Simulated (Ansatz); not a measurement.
Reaction (formal exchange of groups at the Hf–N bond): `CC(C)[NH][Hf]([F])([Cl])[Cl]` + acetylene → `C#[C][Hf]([F])([Cl])[Cl]` + `CC(C)N`

Computed with Ansatz on PBE0-D4/def2-TZVP structures; ΔE is electronic, products minus reactants. CBS: MP2 limit from def2 TZ/QZ plus the TZ coupled-cluster correction, frozen cores. This one scheme is used for every species. Functionals use def2-TZVPP. Elements past krypton have def2 core potentials. For Hf outer-core shells are correlated without core-valence functions, which leaves a few kJ/mol of doubt a bond. Each species was taken in one conformer, which may not be the lowest.

`CC(C)[NH][Hf]([F])([Cl])[Cl]`:

```xyz
16

C     0.614   -0.339    1.892
C     0.017   -0.729    0.550
C     1.091   -0.867   -0.515
N    -0.982    0.240    0.115
Hf   -1.103    1.376   -1.526
F     0.584    2.191   -1.850
Cl   -1.632    0.008   -3.369
Cl   -2.796    2.942   -1.095
H     1.326   -1.094    2.235
H     1.135    0.619    1.812
H    -0.163   -0.240    2.654
H    -0.475   -1.706    0.660
H     0.663   -1.176   -1.475
H     1.824   -1.623   -0.229
H     1.629    0.077   -0.654
H    -1.733    0.320    0.793
```

`C#C`:

Cartesian coordinates in Å:
```
C -0.402 0.069 0.438
C 0.402 -0.069 -0.438
H -1.117 0.190 1.218
H 1.117 -0.190 -1.218
```

`C#[C][Hf]([F])([Cl])[Cl]`:

Cartesian coordinates in Å:
```
C -2.006 -0.138 0.995
C -0.921 -0.085 0.453
Hf 1.007 -0.006 -0.511
F 1.474 -1.763 -1.005
Cl 2.565 0.837 1.000
Cl 0.842 1.338 -2.405
H -2.961 -0.183 1.472
```

`CC(C)N`:

Z-matrix (Å, degrees):
```
C
C 1 1.517
H 1 1.094 2 111.2
H 1 1.093 2 110.1 3 119.6
H 1 1.092 2 111.0 3 -119.9
C 2 1.517 1 111.4 3 179.9
N 2 1.458 1 108.8 3 -60.1
H 2 1.104 1 107.8 3 61.7
H 6 1.094 2 111.2 1 -179.8
H 6 1.092 2 111.0 1 -59.9
H 6 1.093 2 110.1 1 60.5
H 7 1.013 2 110.6 1 60.0
H 7 1.013 2 110.6 1 178.4
```

```json
{"species": "`CC(C)[NH][Hf]([F])([Cl])[Cl]`", "PBE0 energy (Eh)": "-1241.97743"}
{"species": "`C#C`", "PBE0 energy (Eh)": "-77.25702"}
{"species": "`C#[C][Hf]([F])([Cl])[Cl]`", "PBE0 energy (Eh)": "-1144.87385"}
{"species": "`CC(C)N`", "PBE0 energy (Eh)": "-174.34469"}
```

Problem. Work out ΔE.

Solution. ΔE = (-1144.87385) + (-174.34469) − (-1241.97743) − (-77.25702) = 0.01591 Eh = +41.8 kJ/mol. CCSD(T)/CBS gives +52.3 kJ/mol.

Largest T1 diagnostic among the species: 0.015.

At CCSD(T), def2-SVP lies +12.0 kJ/mol from the extrapolated value and def2-TZVPP −1.3 kJ/mol. The D4 term adds +10.5 kJ/mol with B3LYP and +6.3 kJ/mol with PBE0; it sums over pairs of atoms, weighted by their polarisabilities, and B3LYP, whose exchange is more repulsive, gets the larger term.

B3LYP here is the variant with VWN-RPA as its local correlation; programs differ in this.
